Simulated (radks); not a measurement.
The numbers below are computed, except where a source is named.
Q: Species: neutral potassium. Configuration: [Ar] 4s1 (the NIST ground configuration). Level of theory: scalar-relativistic Kohn-Sham, r2SCAN, spin-polarised, spherical densities, finite nucleus; open shells are filled with parallel spins first; meta-GGA in the generalised Kohn-Sham scheme; Fermi nuclear charge, rms radius 3.4349 fm (a radial shooting solver on a logarithmic mesh with Libxc functionals). Some entries of the table are withheld. Estimate them.

| orbital | occ. | eigenvalue (eV) | <r> (bohr) | <r^2> (bohr^2) |
|---|---|---|---|---|
| 1s up | 1 | -3538.944 | 0.08106 | 0.008842 |
| 1s down | 1 | -3538.929 | 0.08106 | 0.008842 |
| 2s up | 1 | -359.4929 | 0.3863 | 0.1769 |
| 2s down | 1 | -359.4793 | 0.3863 | 0.1769 |
| 2p up | 3 | -283.9143 | 0.3500 | 0.1519 |
| 2p down | 3 | -283.8983 | 0.3500 | 0.1519 |
| 3s up | 1 | -36.7578 | 1.271 | 1.869 |
| 3s down | 1 | -36.7141 | 1.273 | 1.874 |
| 3p up | 3 | -19.4438 | 1.435 | 2.450 |
| 3p down | 3 | -19.3931 | 1.431 | 2.429 |
| 4s up | 1 | -2.5947 | (1) | 28.18 |

A: 
(1) 4s up <r> (bohr): 4.965
